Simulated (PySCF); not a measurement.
Excitations are Tamm–Dancoff values on a coarser integration grid. The basis has no diffuse functions, so Rydberg states are missing or too high.

C$_{3}$H$_{3}$Cl, SMILES `C#CCCl` (charge 0, multiplicity 1)

The numbers are results of PBE-D3(BJ)/def2-TZVP // B3LYP-D3(BJ)/def2-TZVP in PySCF 2.14.0, not measurements.

| Property | Value |
|---|---|
| HOMO | -6.90 eV |
| dipole moment | 1.68 D |
| LUMO | -1.55 eV |
| HOMO–LUMO gap | 5.35 eV |
| S1 excitation (TDA) | 5.47 eV |
| S1 oscillator strength | 0.000 |
| T1 excitation (TDA) | 4.89 eV |
| S1–T1 gap (TDA) | 0.58 eV |
| total energy | -575.9640 Ha |
| cost | very roughly 90 core-seconds |

```xyz
7

C      1.7339    -0.1524    -0.1136
C      0.5431    -0.0888     0.0086
C     -0.8905    -0.0247     0.1689
Cl    -1.6560     1.1567    -0.9774
H      2.7891    -0.2069    -0.2239
H     -1.1637     0.3034     1.1696
H     -1.3558    -0.9873    -0.0322
```
Charge 0, spin multiplicity 1.
